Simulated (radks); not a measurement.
All-electron atom: the tin ion Sn9+ in [Kr] 4d5.

Calculated with a radial shooting solver on a logarithmic mesh with Libxc functionals: scalar-relativistic Kohn-Sham, LB94 model potential, spin-polarised, spherical densities, finite nucleus; open shells are filled with parallel spins first (spin-orbit coupling, left out, can overturn this in heavy ions); Fermi nuclear charge, rms radius 4.6519 fm.

Energy parts (hartree):
part                    energy
kinetic             6442.58920
electron-nucleus  -14649.55789
Hartree             2214.10818
(The LB94 potential has no energy functional, so no total or exchange-correlation energy is given.)

Orbitals (lengths in bohr, moments of r in powers of bohr; <r^-3> diverges for s and p1/2; r(90%) holds 90 % of the orbital's charge):
| orbital | occ. | eigenvalue (hartree) | r(90%) | <r> | <1/r> | <r^-3> |
|---|---|---|---|---|---|---|
| 1s down | 1 | -1077.898 | 0.0521 | 0.02901 | 53.13 | - |
| 1s up | 1 | -1077.895 | 0.0521 | 0.02901 | 53.13 | - |
| 2s up | 1 | -168.8195 | 0.193 | 0.1252 | 12.13 | - |
| 2s down | 1 | -168.8064 | 0.193 | 0.1252 | 12.13 | - |
| 2p up | 3 | -152.4122 | 0.178 | 0.1093 | 11.68 | 4738 |
| 2p down | 3 | -152.4065 | 0.178 | 0.1092 | 11.68 | 4739 |
| 3s up | 1 | -37.95929 | 0.497 | 0.3384 | 4.304 | - |
| 3s down | 1 | -37.94226 | 0.497 | 0.3388 | 4.296 | - |
| 3p up | 3 | -32.57857 | 0.504 | 0.3363 | 4.108 | 877.5 |
| 3p down | 3 | -32.55904 | 0.505 | 0.3367 | 4.100 | 873.8 |
| 3d up | 5 | -24.29130 | 0.491 | 0.3122 | 3.891 | 121.8 |
| 3d down | 5 | -24.25752 | 0.492 | 0.3127 | 3.885 | 121.5 |
| 4s up | 1 | -11.01363 | 1.14 | 0.7925 | 1.756 | - |
| 4s down | 1 | -10.93267 | 1.14 | 0.7892 | 1.769 | - |
| 4p up | 3 | -9.32278 | 1.22 | 0.8416 | 1.621 | 176.5 |
| 4p down | 3 | -9.23210 | 1.22 | 0.8384 | 1.633 | 180.1 |
| 4d up | 5 | -6.79382 | 1.40 | 0.9400 | 1.399 | 19.81 |
| 4d down | 0 | -6.69743 | 1.40 | 0.9373 | 1.408 | 20.28 |

The highest occupied level is 4d up at -184.87 eV. The spin density at the nucleus is -3.959 e/bohr^3 (1s 0.326, 2s -3.656, 3s 7.357, 4s -7.987). Summed over all electrons, <r^2> = 13.62 bohr^2, which gives a Langevin (diamagnetic) susceptibility term of -10.8 x 10^-6 cm^3/mol. The density falls to 0.001 e/bohr^3 at r = 2.24 bohr. Spin moment in Bohr magnetons: 5. For comparison, the ionisation energy in NIST's Atomic Spectra Database is 184 eV (theoretical). In exact Kohn-Sham theory the highest level is minus the ionisation energy, but local and semilocal functionals leave it too shallow, through self-interaction and a potential that decays too fast; potentials with the right tail come closer.
